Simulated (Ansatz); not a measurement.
TaOCl3 (TaCl3O), 5 atoms. Hardware: 4 threads of Arm Neoverse N1 on a shared host.

In the def2 sets Ta takes a core potential; there is no spin–orbit coupling.

Q: How many basis functions does each of these Ansatz runs have, and roughly what does it cost? r2SCAN-D4/def2-TZVP, charge 1 doublet at the geometry of the charge 0 singlet, energy, from earlier orbitals; PBE-D4/def2-SVP, charge 0 singlet, relaxation, 4 steps; PBE0-D4/def2-SVP, charge 0 singlet, energy with a search over starts; B97M-V/def2-TZVP, charge 0 singlet, energy, from earlier orbitals; PBE with 5 % exact exchange/def2-TZVP, charge 0 singlet, energy, from earlier orbitals; PBE with 50 % exact exchange/def2-TZVP, charge 0 singlet, energy, from earlier orbitals; PBE0-D4/def2-SVP, charge 0 singlet, energy, from earlier orbitals; BHLYP-D4/def2-TZVP, charge 0 singlet, energy, from earlier orbitals; PBE with 10 % exact exchange/def2-TZVP, charge 0 singlet, energy, from earlier orbitals; PBE0-D4/def2-SVP, charge 1 doublet at the geometry of the charge 0 singlet, energy with a search over starts; PBE-D4/def2-SVP, charge 0 singlet, energy, from earlier orbitals; PBE-D4/def2-TZVP, charge 1 doublet at the geometry of the charge 0 singlet, energy, from earlier orbitals.

A: Other jobs shared the machine, so times can vary by a factor of up to 3. A dash marks memory too small to be measured apart from the calling script's.

| run | functions | fitting or Cholesky vectors | wall time | peak host memory (GiB) |
| --- | --- | --- | --- | --- |
| PBE-D4/def2-SVP, charge 0 singlet, energy, from earlier orbitals | 100 | 1032 | 1.6 s | – |
| PBE0-D4/def2-SVP, charge 0 singlet, energy, from earlier orbitals | 100 | 917 | 2.4 s | – |
| PBE0-D4/def2-SVP, charge 0 singlet, energy with a search over starts | 100 | 917 | 3 s | – |
| PBE with 10 % exact exchange/def2-TZVP, charge 0 singlet, energy, from earlier orbitals | 182 | 1256 | 3.6 s | – |
| PBE with 5 % exact exchange/def2-TZVP, charge 0 singlet, energy, from earlier orbitals | 182 | 1256 | 4.1 s | – |
| BHLYP-D4/def2-TZVP, charge 0 singlet, energy, from earlier orbitals | 182 | 1504 | 4.4 s | 0.56 |
| PBE with 50 % exact exchange/def2-TZVP, charge 0 singlet, energy, from earlier orbitals | 182 | 1504 | 4.4 s | 0.55 |
| PBE-D4/def2-SVP, charge 0 singlet, relaxation, 4 steps | 100 | 1032 | 9 s | – |
| PBE-D4/def2-TZVP, charge 1 doublet at the geometry of the charge 0 singlet, energy, from earlier orbitals | 182 | 1256 | 9.5 s | – |
| B97M-V/def2-TZVP, charge 0 singlet, energy, from earlier orbitals | 182 | 1256 | 11 s | – |
| PBE0-D4/def2-SVP, charge 1 doublet at the geometry of the charge 0 singlet, energy with a search over starts | 100 | 917 | 35 s | – |
| r2SCAN-D4/def2-TZVP, charge 1 doublet at the geometry of the charge 0 singlet, energy, from earlier orbitals | 182 | 1256 | 38 s | 0.57 |
